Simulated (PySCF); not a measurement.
Br₂Cu, SMILES [Br][Cu-][Br], charge -1, multiplicity 1. The structure is a stationary point at PBE0-D3(BJ)/def2-SVPD. The multiplicity is an assumed one; other spin states were not compared.

Give the equilibrium geometry at PBE0-D3(BJ)/def2-SVPD (PySCF confirms it by a frequency run) as a Z-matrix, and its point group. (Estimate from the structure and the level; the computed values follow.)

point group D∞h.
```
Cu
Br 1 2.2832
Br 1 2.2832 2 180.00
```
Charge -1, spin multiplicity 1.
